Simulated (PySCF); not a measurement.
# Indirect couplings

Geometry:
```json
{"atom": "C1", "x (Å)": "2.776", "y (Å)": "0.223", "z (Å)": "0.370"}
{"atom": "C2", "x (Å)": "1.759", "y (Å)": "-0.181", "z (Å)": "-0.662"}
{"atom": "O3", "x (Å)": "2.068", "y (Å)": "-0.599", "z (Å)": "-1.758"}
{"atom": "C4", "x (Å)": "0.337", "y (Å)": "-0.040", "z (Å)": "-0.287"}
{"atom": "C5", "x (Å)": "-0.747", "y (Å)": "0.555", "z (Å)": "-1.186"}
{"atom": "C6", "x (Å)": "-1.401", "y (Å)": "1.223", "z (Å)": "0.034"}
{"atom": "C7", "x (Å)": "-1.731", "y (Å)": "0.038", "z (Å)": "0.946"}
{"atom": "C8", "x (Å)": "-1.788", "y (Å)": "-1.245", "z (Å)": "0.152"}
{"atom": "C9", "x (Å)": "-0.757", "y (Å)": "-0.907", "z (Å)": "-0.898"}
{"atom": "C10", "x (Å)": "-0.356", "y (Å)": "0.620", "z (Å)": "0.917"}
{"atom": "F11", "x (Å)": "0.293", "y (Å)": "1.119", "z (Å)": "1.980"}
{"atom": "H12", "x (Å)": "3.787", "y (Å)": "0.079", "z (Å)": "-0.031"}
{"atom": "H13", "x (Å)": "2.626", "y (Å)": "1.273", "z (Å)": "0.663"}
{"atom": "H14", "x (Å)": "2.643", "y (Å)": "-0.374", "z (Å)": "1.286"}
{"atom": "H15", "x (Å)": "-0.568", "y (Å)": "0.996", "z (Å)": "-2.167"}
{"atom": "H16", "x (Å)": "-1.917", "y (Å)": "2.182", "z (Å)": "0.071"}
{"atom": "H17", "x (Å)": "-2.358", "y (Å)": "0.232", "z (Å)": "1.819"}
{"atom": "H18", "x (Å)": "-2.780", "y (Å)": "-1.425", "z (Å)": "-0.291"}
{"atom": "H19", "x (Å)": "-1.502", "y (Å)": "-2.123", "z (Å)": "0.752"}
{"atom": "H20", "x (Å)": "-0.438", "y (Å)": "-1.605", "z (Å)": "-1.675"}
```

Indirect spin–spin couplings were computed at B3LYP/pcJ-1 (spin–dipole term only in couplings to heteroatoms) (PySCF) on a PBE0-D3(BJ)/def2-SVP structure, for the isolated molecule, without vibrational or relativistic corrections. Couplings are averaged over pairs made equivalent by symmetry, fast rotation or ring inversion, so a value needn't be that of the named pair in this geometry, while other rotamers aren't included; one pair stands for each set, and the list holds a selection of those of at least 0.8 Hz over up to four bonds, among pairs with at least one F or H atom (others weren't computed). One-bond C–F couplings come out tens of Hz too large with common functionals.

Isotopes: 13C, 19F, 1H, 17O. Couplings to quadrupolar nuclei such as 17O and 33S are rarely resolved in practice.

```csv
pair,bonds,J (Hz)
"C1, H12",1,135.0
"C5, H15",1,197.9
"C6, H16",1,195.5
"C7, H17",1,174.9
"C8, H18",1,?
"C8, H19",1,?
"C9, H20",1,?
"C10, F11",1,-372.3
"C6, F11",2,12.6
"C7, H19",2,-2.1
"C8, H17",2,4.8
"C8, H20",2,5.9
"C9, H15",2,1.3
"C9, H18",2,?
"C10, H17",2,?
"H12, H13",2,-15.4
"O3, H12",3,-2.0
"C5, F11",3,-2.2
"C7, H20",3,?
"C9, H17",3,9.2
"F11, H17",3,10.2
"H15, H16",3,3.1
"H16, H17",3,7.0
"H18, H20",3,?
"C2, H16",4,0.9
"H17, H20",4,?
```

Estimate the withheld couplings, with signs.

## Answers


- 1J(C8,H18) = 139.8 Hz (bond length 1.102 Å, sp3 carbon)
- 1J(C8,H19) = 140.1 Hz (bond length 1.101 Å, sp3 carbon)
- 1J(C9,H20) = 180.5 Hz (bond length 1.092 Å, sp3 carbon)
- 2J(C9,H18) = -2.6 Hz (angle at C8 112°)
- 2J(C10,H17) = -2.2 Hz (angle at C7 118°)
- 3J(C7,H20) = 10.0 Hz (dihedral angle 177°)
- 3J(H18,H20) = 1.5 Hz (dihedral angle 65°)
- 4J(H17,H20) = 1.7 Hz
